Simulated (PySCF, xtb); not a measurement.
B(H)(Br)(Me) (CH₄BBr), SMILES CBBr.

xtb with GFN2-xTB at its own geometry gives an orbital gap of 3.81 eV and a dipole moment of 3.88 D.

The structure is a stationary point at PBE0-D3(BJ)/def2-TZVP.

What does PySCF with PBE/def2-TZVPD give? (An estimate is asked for; the answer gives what the named calculation found.)

gap 4.38 eV (levels -6.76 and -2.38 eV), dipole 1.37 D.
